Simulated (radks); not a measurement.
Si, 14 electrons, occupied as [Ne] 3p4 (not the ground configuration).

Method: scalar-relativistic Kohn-Sham, SCAN, spin-polarised, spherical densities, finite nucleus; open shells are filled with parallel spins first; meta-GGA in the generalised Kohn-Sham scheme; Fermi nuclear charge, rms radius 3.1224 fm; computed with a radial shooting solver on a logarithmic mesh with Libxc functionals.

Energy parts (eV):
total: -7877.711
kinetic: 7897.525
electron-nucleus: -18771.942
Hartree: 3561.341
exchange-correlation: -564.634

Orbitals (lengths in bohr, moments of r in powers of bohr; r(max) is where P^2 peaks):
| orbital | occ. | eigenvalue (eV) | <r> | r(max) | <1/r> |
|---|---|---|---|---|---|
| 1s up | 1 | -1800.735 | 0.1113 | 0.07264 | 13.64 |
| 1s down | 1 | -1800.471 | 0.1113 | 0.07263 | 13.64 |
| 2s up | 1 | -146.9151 | 0.5648 | 0.4535 | 2.594 |
| 2s down | 1 | -146.7368 | 0.5652 | 0.4538 | 2.591 |
| 2p up | 3 | -101.1151 | 0.5353 | 0.3883 | 2.466 |
| 2p down | 3 | -100.7842 | 0.5353 | 0.3888 | 2.465 |
| 3p up | 3 | -6.1317 | 2.578 | 2.078 | 0.5157 |
| 3p down | 1 | -4.0309 | 2.812 | 2.162 | 0.4779 |

The highest occupied level is 3p down at -4.031 eV. The electron density at the nucleus is 1901 e/bohr^3 (large components only). Summed over all electrons, <r^2> = 35.98 bohr^2, which gives a Langevin (diamagnetic) susceptibility term of -28.5 x 10^-6 cm^3/mol. The spin density at the nucleus is 0.0271 e/bohr^3 (1s -0.1713, 2s 0.1983). The density falls to 0.001 e/bohr^3 at r = 4.60 bohr.
